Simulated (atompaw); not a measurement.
**PBE PAW (atompaw) dataset for Cs (Z = 55), scalar-relativistic all-electron reference.**

Input for atompaw 4.2.0.5:

```
Cs 55
GGA-PBE scalarrelativistic loggrid 2001 logderivrange -2 5 176
6 6 5 0 0 0
6 0 1
6 1 0
5 2 0
0 0 0
c
c
c
c
c
v
c
c
c
c
v
c
c
v
2
3.00 2.60 2.95 2.80
y
0.75
n
y
2.55
n
y
5
n
custom rrkj vanderbiltortho gaussian
3 -0.5 troulliermartins
3.00
3.00
3.00
3.00
3.00
3.00
PWSCFOUT
UPFDX 0.0125d0 UPFXMIN -7.d0 UPFZMESH 55.d0
END
```

Command:

```bash
atompaw < Cs.input > Cs.log
```

Resulting log (summary file):

```
Completed calculations for Cs (AE)

 Exchange-correlation type: GGA, Perdew-Burke-Ernzerhof

 Radial integration grid is logarithmic
 r0 =   1.2177596E-04 h =   6.6976779E-03   n =      2001 rmax =   8.0000000E+01

 Scalar relativistic calculation

 AEatom converged in  37 iterations
   nz     =  55.00
   delta  =       2.454174141977E-14

 All Electron Orbital energies:
  n  l      occupancy      energy
  1  0      2.0000000E+00 -2.6312632E+03
  2  0      2.0000000E+00 -4.1273907E+02
  3  0      2.0000000E+00 -8.5806174E+01
  4  0      2.0000000E+00 -1.6191239E+01
  5  0      2.0000000E+00 -1.9647767E+00
  6  0      1.0000000E+00 -1.5334022E-01
  2  1      6.0000000E+00 -3.7023362E+02
  3  1      6.0000000E+00 -7.2129511E+01
  4  1      6.0000000E+00 -1.1819428E+01
  5  1      6.0000000E+00 -9.9357218E-01
  6  1      0.0000000E+00 -5.4274706E-02
  3  2      1.0000000E+01 -5.2061322E+01
  4  2      1.0000000E+01 -5.4571912E+00
  5  2      0.0000000E+00 -2.8210842E-02

 Total energy
   Total                    :   -15573.86080479579505

 ---
 Completed calculations for Cs (SC)

 Exchange-correlation type: GGA, Perdew-Burke-Ernzerhof

 Radial integration grid is logarithmic
 r0 =   1.2177596E-04 h =   6.6976779E-03   n =      2001 rmax =   8.0000000E+01

 Scalar relativistic calculation

 SCatom converged in   5 iterations
   nz     =  55.00
   delta  =       5.035179562515E-17

 Valence Electron Orbital energies:
  n  l      occupancy      energy
   6  0      1.0000000E+00 -1.5334022E-01
   6  1      0.0000000E+00 -5.4274708E-02
   5  2      0.0000000E+00 -2.8210841E-02

 Total energy
   Total                    :   -15573.86080479902012
   Valence                  :     -384.00749836872285

 PAW parameters:
       lmax =            2
         rc =    3.0045429817457108
        irc =         1511
   rc_shape =    2.6103077183019505
    rc_vloc =    2.9645628006277747
    rc_core =    2.8098915384591723
   Vloc: Norm-conserving Troullier-Martins with l= 3;e=  -5.0000E-01
   Projector type: RRKJ pseudization + Vanderbilt ortho.
   Gaussian compensation charge shape with gausstol =   1.0000E-04

 Number of basis functions     6
 No.   n  nodes  l      Energy         Cp coeff         Occ
  1    6    5    0   -0.1533402E+00  0.3526291E+01  0.1000000E+01
  2  999    6    0    0.7500000E+00  0.2734128E+01  0.0000000E+00
  3    6    4    1   -0.5427471E-01  0.9402135E+01  0.0000000E+00
  4  999    5    1    0.2550000E+01  0.1060947E+01  0.0000000E+00
  5    5    2    2   -0.2821084E-01  0.8594884E+01  0.0000000E+00
  6  999    3    2    0.5000000E+01  0.4297725E+00  0.0000000E+00

 Eigenvalues of overlap operator (in the basis of projectors):
    1        5.03036760E-02
    2        4.70390674E+00
    3        4.78539178E+00
    4        9.34235576E+00
    5        1.27272098E+01
    6        3.64656463E+01

 Orbital leakage outside PAW augmentation regions
   orb  is_core?  %out_of_sphere
   1 0    T           0.00
   2 0    T           0.00
   3 0    T           0.00
   4 0    T           0.00
   5 0    T           3.26
   6 0    F          94.03
   2 1    T           0.00
   3 1    T          -0.00
   4 1    T           0.00
   5 1    T          11.49
   6 1    F          97.94
   3 2    T           0.00
   4 2    T           0.00
   5 2    F          83.96

 Summary of PAW energies
   Total valence energy     :   -384.00750141921543
   Smooth energy            :     12.18170557684242
   One center               :   -396.18920699605786
   Smooth kinetic           :      0.66986381865473
   Vloc energy              :     -0.53961438999509
   Smooth exch-corr         :     -5.12110587177383
   One-center xc            :   -378.85989612385816
```

Note: ghost states, extra bound levels that the all-electron valence spectrum of the same l lacks: s at -43.0 eV, p at -14.0 eV. A true bound ghost makes a file unfit for plane-wave use.

The run took about 5.3 s on one core of a shared server CPU.
